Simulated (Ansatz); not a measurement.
A nudged elastic band was laid between two geometries of ClHOZn + H2 (6 atoms, charge 0, multiplicity 1).

All numbers below come from RKS PBE-D4/def2-SVP in Ansatz 0.2.0.

- movable images: 1
- climbing image: no
- spring: 5.0 eV/Å²
- optimiser: quadratic models (default)
- start path: through a guess of the saddle point
- force threshold: 0.05 eV/Å
- iteration limit: 60
- end points: relaxed

Initial state:

```xyz
6
Properties=species:S:1:pos:R:3
Zn 0.285 -0.142 0.328
Cl 0.959 0.176 2.304
O -0.340 -0.408 -1.324
H 0.365 -0.486 -1.993
H -2.153 -0.384 0.375
H -2.093 -0.259 1.135
```

Final state:

```xyz
6
Properties=species:S:1:pos:R:3
Zn -1.137 -0.392 -0.466
Cl 0.391 0.089 2.080
O 0.041 -0.462 -1.803
H 0.952 -0.334 -1.481
H -2.315 -0.368 0.524
H -0.909 -0.036 1.972
```

(1) What changes between the two ends?

(2) Give the energies along the band, and the barrier.

Results:

(1) Bonds broken: Zn1–Cl2, H5–H6. Bonds formed: Zn1–H5, Cl2–H6. ClHOZn + H2 becomes ClH + H2OZn.

(2) It converged. The highest image is number 2 of 0 to 2, 87.1 kJ/mol above the first end and 0.0 kJ/mol above the last; the last end lies 87.1 kJ/mol above the first. The highest image is an end point: on this band no image between the ends rises above it. So few images can step over the top or miss a turn of the path. The orbitals stay closed-shell, which can raise the energy where a bond breaks towards radicals; this wasn't checked here.

| image | path coordinate (Å) | energy (kJ/mol) | Zn1–Cl2 (Å) | H5–H6 (Å) | Zn1–H5 (Å) |
| --- | --- | --- | --- | --- | --- |
| 0 | 0.00 | 0.0 | 2.11 | 0.77 | 2.45 |
| 1 | 1.42 | 40.6 | 2.19 | 0.81 | 2.11 |
| 2 | 2.84 | 87.1 | 3.01 | 2.05 | 1.54 |

Run time: 11 s on 2 threads of Intel(R) Xeon(R) CPU @ 2.60GHz (Ice Lake) (shared host), peak memory 0.17 GiB.
